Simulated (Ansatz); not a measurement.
Calculated with Ansatz (gas phase, PBE0-D4/def2-TZVP geometries, no zero-point term in ΔE). CCSD(T)/CBS is the MP2 limit (def2-TZVPP, def2-QZVPP) plus CCSD(T) − MP2 in def2-TZVPP, frozen cores. This one scheme is used for every species. DFT in def2-TZVPP. HSE06 is defined as in plane-wave codes. For Se outer-core shells are correlated without core-valence functions, which leaves a few kJ/mol of doubt a bond. Scalar relativity is left out up to krypton. One conformer a species, not always the lowest.

`[SeH][SiH]1BC1` + HCl → `Cl[SiH]1BC1` + H₂Se  (ligand exchange at the Si–Se bond)

| level | ΔE (kJ/mol) |
| --- | --- |
| BLYP-D4 | -27.0 |
| BHLYP-D4 | -31.0 |
| B2PLYP | -29.6 |
| BLYP | -30.6 |
| PBE0 | -26.7 |
| HSE06 | -26.5 |
| MP2/def2-TZVPP | -24.3 |
| MP2/CBS(def2) | -24.5 |

(1) What does CCSD(T)/CBS give? (Estimate.)

(2) What do rigid-rotor, harmonic-oscillator terms from PBE0-D4/def2-TZVP frequencies (298.15 K, 1 bar) make of the CCSD(T)/CBS value? (An estimate is asked.)

Largest T1 diagnostic among the species: 0.012.

Answers

(1) The calculation gave: -25.4 kJ/mol. The listed levels differ from it by -1.6, -5.6, -4.2, -5.2, -1.3, -1.1, 1.1, 0.9 kJ/mol.

(2) Ansatz gave: ΔZPE = -0.1 kJ/mol, ΔH = -26.9 kJ/mol, ΔS = 6 J/(mol·K), ΔG = -28.7 kJ/mol.

In def2-TZVPP, CCSD(T) changes the Hartree–Fock value by +13.5 kJ/mol (the triples alone add +2.3 kJ/mol) and MP2 by +14.4 kJ/mol. From BLYP to BHLYP (50 % exact exchange), in def2-TZVPP and without D4, ΔE moves by −4.1 kJ/mol.
